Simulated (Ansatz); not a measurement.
Cost and result for the atomization energy of CH₈B₂OSi, SMILES `OBCB[SiH3]` (13 atoms, 12 bonds).

Cartesian coordinates in Å:
```
O -0.999 -0.291 2.195
B -1.494 -0.344 0.936
C -0.964 0.692 -0.123
B 0.055 -0.082 -0.988
Si 2.057 0.116 -0.843
H -1.376 -0.954 2.779
H -2.307 -1.182 0.647
H -0.561 1.572 0.383
H -1.845 0.937 -0.731
H -0.358 -0.903 -1.763
H 2.673 -1.191 -0.466
H 2.499 1.137 0.148
H 2.620 0.493 -2.173
```

The species carries charge 0 and has multiplicity 1. The structure was optimised at the PBE0-D4/def2-TZVP level. It is one conformer, not always the lowest. Program: Ansatz. All runs use 4 threads of an Arm Neoverse V1 on a shared host. Times are those of one run each, without the atoms' runs, and a repeat can differ threefold. Electronic energies, without spin–orbit coupling; frozen cores. CCSD(T)/CBS adds CCSD(T) − MP2 in def2-TZVPP to the MP2 limit, and its time is that of the two runs behind it. T1 = 0.014.

CCSD(T)/CBS is a level of theory with its own doubt, some kJ/mol a heavy atom from the limit and from the frozen cores, so smaller differences don't rank the functionals.

```tsv
level	functions	wall time
revPBE-D4/def2-TZVPP	278	2.3 s
BHLYP-D4/def2-TZVPP	278	3.3 s
CAM-B3LYP-D4/def2-TZVPP	278	3.8 s
r2SCAN-D4/def2-TZVPP (with forces)	278	5.5 s
r2SCANh-D4/def2-TZVPP	278	5.5 s
CCSD(T)/def2-SVP	114	6 s
PBE-QIDH/def2-TZVPP	278	6.5 s
ωB97X-V/def2-TZVPP	278	9 s
B97M-V/def2-TZVPP	278	11 s
ωB97M-V/def2-TZVPP (with forces)	278	13 s
MP2/def2-QZVPP	538	27 s
CCSD(T)/def2-TZVPP	278	3.2 min
CCSD(T)/CBS(def2)	–	3.6 min
```

**Question.** What atomization energy does each give, and how far from CCSD(T)/CBS? (An estimate is asked.)

**Answer.** The calculation gave: 
```tsv
level	atomization (kJ/mol)	difference from CCSD(T)/CBS	per bond
revPBE-D4/def2-TZVPP	4653.8	-32.6	-2.7
BHLYP-D4/def2-TZVPP	4623.0	-63.4	-5.3
CAM-B3LYP-D4/def2-TZVPP	4735.1	48.7	4.1
r2SCAN-D4/def2-TZVPP (with forces)	4729.4	43.0	3.6
r2SCANh-D4/def2-TZVPP	4708.7	22.3	1.9
CCSD(T)/def2-SVP	4483.5	-202.9	-16.9
PBE-QIDH/def2-TZVPP	4678.7	-7.7	-0.6
ωB97X-V/def2-TZVPP	4717.3	30.9	2.6
B97M-V/def2-TZVPP	4732.4	46.0	3.8
ωB97M-V/def2-TZVPP (with forces)	4719.5	33.1	2.8
MP2/def2-QZVPP	4695.3	8.9	0.7
CCSD(T)/def2-TZVPP	4585.2	-101.2	-8.4
CCSD(T)/CBS(def2)	4686.4	0.0	0.0
```

Leaving LDA and LC-ωPBE aside and taking each functional with its dispersion term where it has one, the values, not all of them listed here, spread over 129.1 kJ/mol, from BHLYP-D4 to PBE-D4. LDA lies +562.7 kJ/mol from PBE without D4, its usual overbinding. From r2SCAN to r2SCAN0 (25 % exact exchange), in def2-TZVPP and without D4, the atomization energy moves by −50.9 kJ/mol: exact exchange takes away binding that semilocal exchange gives to molecules. The D4 term adds +37.6 kJ/mol with B3LYP and +20.0 kJ/mol with PBE0; it sums over pairs of atoms, weighted by their polarisabilities, and B3LYP, whose exchange is more repulsive, gets the larger term.

B3LYP here is the variant with VWN-RPA as its local correlation; programs differ in this.
